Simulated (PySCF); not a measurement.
**Radiative rates from a computed spectrum**

Compound: carbonyl selenide, COSe.
InChI=1S/COSe/c2-1-3

Computed, not measured: TDDFT B3LYP/def2-SVPD, vertical, gas phase, core orbitals frozen in the response in PySCF 2.14.0, density-fitted response routines. Geometry: PBE0-D3(BJ)/def2-SVP; no solvent, vibrations or thermal averaging. The B3LYP/def2-SVPD calculation is non-relativistic and has no spin–orbit coupling, an omission that weighs most on selenium.

Computed singlets with f of 0.002 or more:

```csv
state,E (eV),f
S4,6.53,0.031
S5,6.53,0.031
S6,7.33,0.048
S7,7.33,0.048
S8,7.47,0.593
S9,8.23,0.057
S10,8.23,0.057
```

Problem. Turn these into Einstein A coefficients, radiative lifetimes, transition dipoles and integrated cross-sections.

Solution. A / s⁻¹ = 0.6670 f (ν̃ / cm⁻¹)² and τ = 1/A in vacuum; |μ| follows from f = (2/3) ΔE |μ|² (atomic units, 1 au = 2.5417 D); ∫σ dE = 109.76 f Mb·eV.

```tsv
state	A (s⁻¹)	τ	|μ| (D)	∫σ dE (Mb·eV)
S4	5.8×10⁷	17 ns	1.12	3.4
S5	5.8×10⁷	17 ns	1.12	3.4
S6	1.1×10⁸	8.9 ns	1.32	5.3
S7	1.1×10⁸	8.9 ns	1.32	5.3
S8	1.4×10⁹	700 ps	4.58	65
S9	1.7×10⁸	6 ns	1.35	6.2
S10	1.7×10⁸	6 ns	1.35	6.2
```

Leading configurations: S4 H-1/H→L+2 (97%); S5 H-1/H→L+2 (97%); S6 H-1/H→L+3 (98%); S7 H-1/H→L+3 (98%); S8 H-1/H→L/L+1 (≥77%); S9 H-1/H→L+4 (≥97%); S10 H-1/H→L+4 (≥97%) (H = HOMO, L = LUMO).

States that coincide in energy are taken one by one. Only emission to the ground state at the vertical energy is counted.

Problem. What is the integrated cross-section of all computed states together?

Solution. Σf = 0.866 over S1 to S10, so 109.76 × Σf ≈ 95 Mb·eV.

Problem. By what factor does the largest A in the list exceed the smallest?

Solution. S8 has 25 times the rate of S5.

Problem. How much energy does a mole of photons resonant with S8 carry?

Solution. 7.474 eV × 96.485 = 721 kJ/mol (172 kcal/mol).

All these states lie below the vertical ionisation energy of 10.68 eV (ΔSCF).
